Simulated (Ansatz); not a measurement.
Harmonic frequencies (cm⁻¹) at PBE0-D4/def2-TZVP from Ansatz: 40, 117, 145, 214, 271, 299, 377, 525, 605, 661, 888, 896, 948, 986, 1181, 1395, 2583, 3847.

Each molecule was computed in one conformer, which needn't be the lowest.

(1) Which molecule is it?
A. `O[SiH](S)S`
B. `[OH][SnH2][SeH]`
C. `FB1C=CO1`
D. `OB[Si](F)(F)Cl`

## Answers

(1) D.
